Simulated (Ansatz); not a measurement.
Cost and result up the ladder for Mg2O2 (4 atoms). The state is a singlet with charge 0. Geometry: PBE0-D4/def2-TZVP.

Cartesian coordinates in Å:
```
Mg -0.228 0.970 0.656
Mg 0.229 -0.970 -0.657
O -0.182 0.763 -1.189
O 0.181 -0.763 1.190
```

Ansatz on 4 threads of Arm Neoverse V2 on a shared host. Times are rough, and most runs start from the orbitals of an earlier one. ωB97X-V/def2-TZVP serves as the yardstick here, not as an exact answer. Differences are given only for rows in sets of like size (and for xTB, whose basis is part of the method), since another set adds its own error. Binding counts from free atoms at the same level (Mg singlet, O triplet; other spins of the atoms weren't run), without zero-point energy or a counterpoise term.

B3LYP takes the VWN-RPA correlation. Correlated methods freeze 4 core orbitals; core or outer-core shells of Mg are correlated, in sets that lack core-valence functions. The structure comes from a short search, and lower isomers may exist.

Correlated methods converge slowly with the basis.

```csv
level,functions,binding energy per atom (eV),difference from ωB97X-V/def2-TZVP (eV)
B3LYP-D4/6-31G,44,2.20,–
CCSD(T)/def2-TZVPP,126,2.51,-0.16
RPA@PBE/def2-TZVP,126,2.31,-0.36
LDA (SPW92)/def2-TZVP,126,3.34,0.67
ωB97X-V/def2-TZVP,126,2.67,0.00
PBE-D4/def2-SVP,64,2.82,–
r2SCAN-D4/def2-TZVPD,150,2.81,0.14
B97M-V/def2-TZVP,126,2.65,-0.02
BHLYP-D4/def2-TZVP,126,2.30,-0.37
r2SCAN-D4/def2-TZVP,126,2.80,0.13
PBE0-D4/def2-SVP,64,2.55,–
MP2/def2-TZVP,126,2.85,0.18
PBE-D4/def2-TZVPD,150,2.83,0.17
PBE0-D4/def2-TZVPD,150,2.59,-0.08
```

Estimate how long each takes.

PBE-D4/def2-SVP 0.55 s; LDA (SPW92)/def2-TZVP 0.76 s; B3LYP-D4/6-31G 0.81 s; PBE0-D4/def2-SVP 0.96 s; MP2/def2-TZVP 1.1 s; PBE-D4/def2-TZVPD 1.2 s; BHLYP-D4/def2-TZVP 1.2 s; PBE0-D4/def2-TZVPD 1.5 s; r2SCAN-D4/def2-TZVP 1.7 s; RPA@PBE/def2-TZVP 2 s; r2SCAN-D4/def2-TZVPD 2.1 s; B97M-V/def2-TZVP 2.6 s; ωB97X-V/def2-TZVP 2.8 s; CCSD(T)/def2-TZVPP 13 s. On shared hardware such times vary by a factor of up to 3.
